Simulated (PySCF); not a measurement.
**Broadened absorption spectrum of AlBr3**

AlBr3.
Cartesian coordinates in Å at the PBE0-D3(BJ)/def2-SVP level; atoms count from 1:
```xyz
4
AlBr3 angstrom
Al    -0.0049   -0.0023   -0.0007
Br     2.2270   -0.0307    0.0161
Br    -1.0776    1.9572   -0.0236
Br    -1.1445   -1.9241    0.0082
```

Theory: PySCF, TDDFT wB97X-D/def2-SVPD, vertical, gas phase, core orbitals frozen in the response. The wB97X-D/def2-SVPD calculation is non-relativistic and has no spin–orbit coupling, an omission that weighs most on bromine.

Computed states:

```csv
state,E (eV),f
S1,6.02,0.0000
S2,6.10,0.0000
S3,6.41,0.0000
S4,6.41,0.0000
S5,6.61,0.019
S6,6.62,0.018
S7,6.68,0.0000
S8,6.68,0.0000
S9,6.91,0.156
S10,6.93,0.161
S11,7.18,0.114
S12,7.52,0.0000
S13,8.12,0.0001
S14,8.13,0.0001
```

Each state is given a Gaussian of 0.5 eV full width at half maximum, with ε(max) = 2.175×10⁸ f / Δν̃ (Δν̃ the width in cm⁻¹). The width is an assumption, not a result. The curve ends short of the highest state used, and states not computed would add to its high-energy end.

Problem. What does the envelope look like, and where are its maxima?

Solution. 
λ (nm), ε (L mol⁻¹ cm⁻¹) and a bar:
```
    164.6       1803 ###
    166.3       3334 #####
    167.9       5389 ########
    169.6       8186 ############
    171.2      11237 ################
    172.8      14415 #####################
    174.5      17505 #########################
    176.1      19695 ############################
    177.8      20841 ##############################
    179.4      20613 ##############################
    181.0      19181 ############################
    182.7      16670 ########################
    184.3      13816 ####################
    186.0      10732 ###############
    187.6       8099 ############
    189.2       5897 ########
    190.9       4070 ######
    192.5       2794 ####
    194.2       1824 ###
    195.8       1190 ##
    197.4        757 #
    199.1        453 #
    200.7        271 
    202.4        152 
    204.0         85 
    205.6         46 
    207.3         23 
    208.9         12 
    210.6          5 
    212.2          3 
    213.8          1 
    215.5          1 
    217.1          0 
    218.7          0 
    220.4          0 
    222.0          0 
    223.7          0 
    225.3          0 
    226.9          0 
    228.6          0 
    230.2          0 
    231.9          0 
    233.5          0 
    235.1          0
```

Maxima: 178 nm (6.95 eV), ε about 21000, made up of S9 (39%), S10 (41%) and S11 (17%) (ε in L mol⁻¹ cm⁻¹; maxima over ε = 5, shares over 10%).

Problem. On this curve, what absorbance would a 10⁻⁴ mol/L sample give at 193 nm over a 1 cm path?

Solution. 193 nm is 6.424 eV, where ε is about 2500 L mol⁻¹ cm⁻¹, so A = ε c l ≈ 0.25 (Beer–Lambert, with the gas-phase spectrum and the assumed width).

Problem. What would ε be at 6.95 eV, the highest of these maxima, with half the width (0.25 eV)?

Solution. About 33800 L mol⁻¹ cm⁻¹ against 20900, a factor of about 1.6; a lone state at its own centre would give exactly 2.

Problem. Coming from long wavelengths, where does ε first pass 100 L mol⁻¹ cm⁻¹?

Solution. At about 204 nm (6.09 eV), 0.07 eV above S1.
